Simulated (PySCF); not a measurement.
A GIAO shielding run with PySCF (density fitting, non-relativistic, gas phase) on n-BuOEt, C₆H₁₄O:

```
{"job": {"kind": "nmr", "xc": "PBE0", "basis": "pcSseg-1"}, "charge": 0, "multiplicity": 1}
C     -3.205345    -0.615831    -0.232988
C     -1.804701    -0.504523     0.355228
C     -1.223176     0.895374     0.173341
C      0.206652     0.988082     0.693982
O      1.039327     0.184372    -0.106917
C      2.382955     0.178769     0.311255
C      3.170220    -0.757502    -0.590871
H     -3.603110    -1.617910    -0.089840
H     -3.879071     0.092565     0.245228
H     -3.187688    -0.403530    -1.299562
H     -1.836436    -0.745370     1.420602
H     -1.141286    -1.220124    -0.131871
H     -1.837134     1.627259     0.702257
H     -1.216945     1.150205    -0.887440
H      0.555342     2.034091     0.664556
H      0.252984     0.649099     1.742449
H      2.447363    -0.157370     1.359392
H      2.797235     1.199783     0.262179
H      3.105374    -0.419251    -1.621032
H      4.212430    -0.781084    -0.284940
H      2.756090    -1.760163    -0.530777
```

Hardware: 1 thread of an Arm Neoverse N1, shared host. The job also computes population analyses, field gradients.

Q: How large is the calculation?

A: 58 electrons, 189 basis functions and 975 auxiliary functions.

Q: How long does it take?

A: 48 s of wall time, with 13 SCF cycles and 4 response iterations. Times on a shared host scatter by some tens of per cent.
